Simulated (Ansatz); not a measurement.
`OB(Br)Br` + `CN(C)[Si]Cl` → `CN(C)B(O)Br` + `Cl[Si]Br`  (redistribution)

Program: Ansatz. Geometries: PBE0-D4/def2-TZVP. ΔE: electronic, gas phase. CCSD(T)/CBS is the MP2 limit (def2-TZVPP, def2-QZVPP) plus CCSD(T) − MP2 in def2-TZVPP, frozen cores. Functionals use def2-TZVPP. For Br outer-core shells are correlated without core-valence functions, which leaves a few kJ/mol of doubt a bond. Scalar relativity is left out up to krypton. One conformer a species, not always the lowest.

| level | ΔE (kcal/mol) |
| --- | --- |
| ωB97M-V | -14.6 |
| B2PLYP | -13.8 |
| PBE | -14.0 |
| r2SCAN | -13.6 |
| HF/def2-QZVPP | -16.3 |
| SCS-MP2/def2-QZVPP | -12.5 |
| MP2/CBS(def2) | -12.7 |
| CCSD/CBS(def2) | -14.3 |

Question: What does CCSD(T)/CBS give? (An estimate is asked.)

Answer: Computed: -13.6 kcal/mol. The listed levels differ from it by -1.0, -0.2, -0.4, 0.0, -2.7, 1.1, 0.9, -0.7 kcal/mol.

Largest T1 diagnostic among the species: 0.013.

In def2-TZVPP, CCSD(T) changes the Hartree–Fock value by +3.7 kcal/mol (the triples alone add +0.6 kcal/mol) and MP2 by +4.7 kcal/mol.
